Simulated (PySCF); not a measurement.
Task: Write Cartesian coordinates for `[SiH3][Ge]([SiH3])([SiH3])[Cl]` (GeCl(SiH3)3) as optimised with PBE0-D3(BJ)/def2-SVP.

Result: 
```
atom  x, y, z in Å
Ge1    0.0106    0.0068    0.4400
Cl2    0.0837    0.0262    2.6411
Si3    2.3005   -0.0189   -0.2215
H4     2.3895   -0.0025   -1.7140
H5     2.9504   -1.2569    0.3017
H6     2.9852    1.1864    0.3332
Si7   -1.1540    2.0029   -0.1511
H8    -0.3635    3.1909    0.2875
H9    -2.4916    2.0060    0.5119
H10   -1.3324    2.0459   -1.6344
Si11  -1.1666   -1.9953   -0.1011
H12   -0.4568   -3.1631    0.4991
H13   -1.2180   -2.1542   -1.5878
H14   -2.5565   -1.9181    0.4387
```

Any rigid rotation of these coordinates is as good. Atoms count from 1 in this order. Ge1 (germanium bonded to Cl and 3 Si) is distorted tetrahedral (angles from 104.2° to 114.2°). All 3 Ge–Si bonds measure 2.384 to 2.385 Å. Si3 (silicon bonded to Ge and 3 H) is tetrahedral (angles from 109.2° to 109.9°).

Bonds between heavy atoms (Å): Ge1–Cl2 2.202, Ge1–Si3 2.384, Ge1–Si7 2.385, Ge1–Si11 2.385.

Method: PBE0-D3(BJ)/def2-SVP geometry optimisation, gas phase (PySCF 2.14.0).

Point group: near C3v, missed by 0.18 Å at most; the miss may be what the optimiser left on a soft mode (C3 holds within 0.08 Å). PBE0-D3(BJ)/def2-SVP frequencies: not computed here.
